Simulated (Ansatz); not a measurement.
OS, triplet, at a GFN2-xTB geometry, atoms displaced at random by about 0.1 Å a coordinate. Base run: PBE/def2-SVP (Ansatz, an electronic-structure program).

Here is a job for Ansatz.
Ansatz 0.2 input:
```yaml
crystal:
  periodic: [false, false, false]
  atoms:
    - {symbol: O, position_ang: [0.06631929, 0.07468434, -0.89992441]}
    - {symbol: S, position_ang: [-0.11685685, 0.07546995, 0.36152718]}
basis:
  gaussian:
    orbitals: def2-SVP
hamiltonian:
  xc: pbe
magnetization: {spin_polarized: true, initial_magnetization: 2}
relax: {}
```

The base run was repeated with changes; each row names its change, and settings that it needs were set with it.

```csv
change,ΔE vs base (µEh),optimiser steps
base,0.0,6
relax = f_tol: 0.1,0.3,5
relax = max_displacement: 0.02,0.0,9
relax = f_tol: 0.0005,0.0,6
relax = escape_saddle: false,0.0,6
relax = max_displacement: 0.5,0.0,5
relax = f_tol: 0.002,0.0,6
```
